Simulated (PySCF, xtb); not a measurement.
Si(F)(OH)(OMe)(NH2) (CH6FNO2Si), SMILES CO[Si](N)(O)F.

GFN2-xTB run with xtb at its own geometry gives an orbital gap of 8.33 eV and a dipole moment of 1.74 D.

Coordinates come from a PBE0-D3(BJ)/def2-SVP optimisation. This is a generated structure with no PubChem entry under its InChIKey; it may be hypothetical. One conformer was computed; it need not be the lowest.

### Question
What does CAM-B3LYP/def2-TZVP in PySCF give? (The exact figures need the calculation; the answer reports its results.)

### Answer
gap 10.94 eV (levels -9.50 and 1.44 eV), dipole 1.73 D.
